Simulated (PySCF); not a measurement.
Species: C11H12.
Bonds: C1–C2 (aromatic), C2–C3 (aromatic), C3–C4 (aromatic), C4–C5 (aromatic), C5–C6, C6–C7, C7–C8, C8–C9, C5–C10 (aromatic), C4–C11, C1–C10 (aromatic), C3–C11, C6–C9. Hydrogens: H12 on C1; H13 on C2; H14 on C6; H15, H16 on C7; H17, H18 on C8; H19, H20 on C9; H21 on C10; H22, H23 on C11.

The calculation used PBE0-D3(BJ)/def2-SVP geometry optimisation, gas phase in PySCF.

Task: What internal coordinates does the optimisation give?

Result: 
```json
{"bond": "C1–C2", "length (bohr)": "2.663"}
{"bond": "C2–C3", "length (bohr)": "2.605"}
{"bond": "C3–C4", "length (bohr)": "2.550"}
{"bond": "C4–C5", "length (bohr)": "2.617"}
{"bond": "C5–C6", "length (bohr)": "2.822"}
{"bond": "C6–C7, C6–C9", "length (bohr)": "2.924"}
{"bond": "C7–C8, C8–C9", "length (bohr)": "2.908"}
{"bond": "C5–C10", "length (bohr)": "2.674"}
{"bond": "C4–C11", "length (bohr)": "2.826"}
{"bond": "C1–C10", "length (bohr)": "2.647"}
{"bond": "C3–C11", "length (bohr)": "2.820"}
{"bond": "C1–H12", "length (bohr)": "2.066"}
{"bond": "C2–H13", "length (bohr)": "2.065"}
{"bond": "C6–H14", "length (bohr)": "2.083"}
{"bond": "C7–H15, C9–H19", "length (bohr)": "2.081"}
{"bond": "C7–H16, C9–H20", "length (bohr)": "2.079"}
{"bond": "C8–H17", "length (bohr)": "2.079"}
{"bond": "C8–H18", "length (bohr)": "2.080"}
{"bond": "C10–H21", "length (bohr)": "2.068"}
{"bond": "C11–H22, C11–H23", "length (bohr)": "2.080"}
```

Bonds in one row agree within 0.02 bohr and their mean is given. A selection of angles:
```json
{"angle": "C2–C1–C10", "degrees": "122.4"}
{"angle": "C1–C2–C3", "degrees": "112.9"}
{"angle": "C2–C3–C4", "degrees": "124.5"}
{"angle": "C2–C3–C11", "degrees": "172.1"}
{"angle": "C4–C3–C11", "degrees": "63.3"}
{"angle": "C3–C4–C5", "degrees": "125.2"}
{"angle": "C3–C4–C11", "degrees": "63.0"}
{"angle": "C5–C4–C11", "degrees": "171.7"}
{"angle": "C4–C5–C6", "degrees": "125.2"}
{"angle": "C4–C5–C10", "degrees": "111.9"}
{"angle": "C6–C5–C10", "degrees": "122.9"}
{"angle": "C5–C6–C7", "degrees": "119.0"}
{"angle": "C7–C6–C9", "degrees": "87.5"}
{"angle": "C6–C7–C8", "degrees": "88.5"}
{"angle": "C7–C8–C9", "degrees": "88.1"}
{"angle": "C6–C9–C8", "degrees": "88.7"}
{"angle": "C1–C10–C5", "degrees": "123.1"}
{"angle": "C3–C11–C4", "degrees": "53.7"}
```

Dihedral angles: C4–C5–C6–C7 71° (synclinal); C5–C6–C7–C8 -143° (anticlinal); C6–C7–C8–C9 20° (synperiplanar); C7–C8–C9–C6 -20° (synperiplanar); C5–C6–C9–C8 142° (anticlinal). The mirror-image conformer, all signs reversed, is as good.

The 4-membered ring C6–C7–C8–C9 has internal angles of 87.5° to 88.7° (sum 353°, against 360° for a flat polygon); it is puckered, 0.14 Å rms from its mean plane, widest ring torsion 20°. The C–C distances run from 1.349 Å (C3–C4, aromatic) to 1.552 Å (C6–C7, drawn single), a spread of 0.203 Å. The 6-membered ring C1–C2–C3–C4–C5–C10 has internal angles of 111.9° to 125.2° (sum 720°, against 720° for a flat polygon); it is planar, 0.00 Å rms from its mean plane, widest ring torsion 1°. Of the pairs four or more bonds apart, C4···H19 is among the closest relative to their van der Waals radii: 2.73 Å, 94 % of the sum of Bondi's values. The 3-membered ring C3–C4–C11 has internal angles of 53.7° to 63.3°.

Point group: C1 (no symmetry element, even within 0.4 Å). Whether it is a minimum is left open (no frequencies). The numbers are those of one conformer.

Time: 5.4 min of wall time; peak memory 0.97 GiB. Hardware: Arm Neoverse V1, one thread, no GPU (shared host). These figures are those of the optimisation.
